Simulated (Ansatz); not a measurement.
Job for Ansatz (a first-principles code): R-RI-MP2/cc-pV(Q+d)Z on FH3Si2 (SMILES F[Si][SiH3]), a point of a torsion scan. Files ending in .json are basis or fitting sets from the Basis Set Exchange.

Ansatz 0.2 input:
```yaml
crystal:
  periodic: [false, false, false]
  atoms:
    - {symbol: F, position_ang: [2.50155911, 0.43198967, -0.10737108]}
    - {symbol: Si, position_ang: [1.53189436, -0.90291454, 0.00130223]}
    - {symbol: Si, position_ang: [-0.56345192, 0.03630998, 0.06127453]}
    - {symbol: H, position_ang: [-0.99939651, 0.39989736, -1.29997369]}
    - {symbol: H, position_ang: [-0.98941603, 1.18455719, 0.87636569]}
    - {symbol: H, position_ang: [-1.45179807, -1.06696614, 0.47378733]}
basis:
  gaussian:
    orbitals: cc-pV_Q+d_Z.json
    fitting: {mean_field: def2-universal-JKFIT, correlation: cc-pVQZ-RIFIT.json}
magnetization: {spin_polarized: false}
correlation: {method: mp2, electrons: outside_noble_gas}
scf: {lower_state_search: off}
```

Output:

```
WARN ansatz: RAYON_NUM_THREADS=1 ignored (pool sized by the plan → 1); use --threads N
Functional definition: HF
these checks for a lower state are left out or cut short: stability, starts, cluster_reference, orbital_swaps, neighbouring_geometries, increment
integrals: 0.26 GiB planned
387 factors; integrals over basis functions are off by at most 6.0e0 eV
mean field: 0.45 GiB planned
mean field evaluation 1: about -18477.6267 eV, gradient 2.9e1 eV
mean field evaluation 2: about -18479.1670 eV, gradient 2.1e1 eV
mean field evaluation 4: about -18479.8664 eV, gradient 7.4e-1 eV
mean field -18479.87137872 eV, -679.1227470613 hartree, gradient 2.0e-6 eV, S^2 0.000000; 0 other end points of the search recorded, 0 dependent functions left out
11 core orbitals not correlated
613 factors; their error is unknown
reference -18479.87137872 eV, -679.1227470613 hartree; 9, 9 occupied and 253, 253 virtual orbitals, 613 factors
second order -14.10955661 eV of doubles, -0.00000000 eV of singles
Total energy: -18493.98093533 eV, -679.6412637027 hartree
Checks for a lower state left out: stability, starts, cluster_reference, orbital_swaps, neighbouring_geometries, increment
```

The calculation finished and met its thresholds.

Cost: around 2.4 core-seconds (rough).
